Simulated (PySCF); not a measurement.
**B³⁺: ionisation energy**

B³⁺ 1s2 (1S) → B⁴⁺ 1s1 (2S), as a difference of total energies. Computed with PySCF 2.14 in an even-tempered Gaussian basis (17 s from 0.81 bohr⁻², ratio 2.2; 7 p from 1.3 bohr⁻², ratio 2.4; 4 d from 4 bohr⁻², ratio 2.4; 3 f from 6 bohr⁻², ratio 2.4; 3 g from 8.9 bohr⁻², ratio 2.4), with scalar relativity by spin-free X2C-1e. Correlated levels: nothing frozen; virtual orbitals above 40 to 60 times the deepest correlated orbital energy dropped. The calculations carry no spin-orbit coupling.

| method | ionisation energy (eV) | difference from reference (eV) |
| --- | --- | --- |
| UHF | 258.19 | -1.18 |
| LDA | 256.49 | -2.88 |
| PBE | 258.78 | -0.59 |
| PBE0 | 258.90 | -0.47 |
| r2SCAN | 259.46 | +0.09 |
| B97-3 | 259.72 | +0.35 |
| BLYP | 259.47 | +0.10 |
| MP2 (all electrons) | 259.33 | -0.04 |
| SCS-MP2 (all electrons) | 259.56 | +0.19 |

Reference: 259.37 eV (theoretical estimate listed by NIST; NIST Atomic Spectra Database, ionization energies).
